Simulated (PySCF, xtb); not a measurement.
2-hydroxy-3H-oxaborole (C3H5BO2), SMILES OB1CC=CO1. The values are those of a single conformer.

Harmonic wavenumbers (cm⁻¹) from GFN2-xTB (xtb) at its own minimum, in rising order: 190, 334, 361, 481, 525, 557, 753, 760, 807, 810, 842, 902, 1010, 1065, 1069, 1125, 1151, 1198, 1274, 1353, 1432, 1660, 2957, 2981, 3116, 3150, 3654.

### Question
What does PBE-D3(BJ)/def2-SVP in PySCF 2.14.0 give at its own minimum? (The exact figures need the calculation; the answer reports its results.)

### Answer
173, 356, 359, 483, 527, 559, 704, 759, 811, 822, 886, 931, 944, 1045, 1062, 1135, 1157, 1220, 1327, 1340, 1455, 1628, 2962, 2998, 3147, 3170, 3779. Paired by order, the mean absolute difference is 24 cm⁻¹ and the zero-point energies are 50.8 and 51.1 kcal/mol.
